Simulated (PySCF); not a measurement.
Simulated O 1s region for `[GeH3][O]B1OCCO1`, binding energy against the vacuum level.

Every computed line was given a Gaussian of 0.5 eV full width at half maximum and an area set by the number of equivalent atoms; the highest printed point is 100. Level of theory: delta-SCF UKS SCAN, pcX-2 on the ionised atom, pcseg-1 elsewhere, spin-free X2C in PySCF 2.14.0.

| binding energy (eV) | intensity |
| --- | --- |
| 537.0 | 0 |
| 537.1 | 1 |
| 537.2 | 3 |
| 537.3 | 8 |
| 537.4 | 18 |
| 537.5 | 32 |
| 537.6 | 45 |
| 537.7 | 50 |
| 537.8 | 46 |
| 537.9 | 38 |
| 538.0 | 33 |
| 538.1 | 42 |
| 538.2 | 63 |
| 538.3 | 87 |
| 538.4 | 100 |
| 538.5 | 92 |
| 538.6 | 68 |
| 538.7 | 40 |
| 538.8 | 19 |
| 538.9 | 7 |
| 539.0 | 2 |
| 539.1 | 1 |

Problem. Count the maxima, the lines and the sites behind this envelope.

Solution. The curve has 2 maxima (at 537.7 and 538.4 eV). Under it lie 2 lines from 2 inequivalent oxygen sites.

Problem. Decompose the envelope and assign each component. Numbering: `[GeH3:1][O:2][B:3]1[O:4][CH2:5][CH2:6][O:7]1`.

Solution. 
| position (eV) | relative area | line | atoms | environment |
| --- | --- | --- | --- | --- |
| 537.70 | 1 | O 1s | O2 | boron-bound oxygen |
| 538.41 | 2 | O 1s | O4/O7 | boron-bound oxygen |

Problem. What are the centre and the root-mean-square width of the whole band?

Solution. The area-weighted mean of the lines is 538.18 eV. Their own spread about it is 0.34 eV (rms) and each Gaussian has σ = 0.5/2.355 = 0.21 eV; the variances add, which gives 0.40 eV.

Lowest listed O 1s: O2, bonded to B and Ge. Highest, 0.71 eV above it: O4/O7, bonded to C and B. Summing the Pauling electronegativity differences to the bonded atoms, each weighted by its formal bond order, gives -2.83 for the lowest site and -2.29 for the highest.

The curve has no shake-up lines and no vibrational structure. One atom of each set of topologically equivalent atoms was ionised and stands for the set; in this conformer not all members are related by symmetry, and their own values weren't computed. Geometry: PBE0-D3(BJ)/def2-SVP, one conformer, isolated molecule.

The values belong to the conformer `[GeH3:1][O:2][B:3]1[O:4][CH2:5][CH2:6][O:7]1`: Ge1–O2–B3–O4 179°.
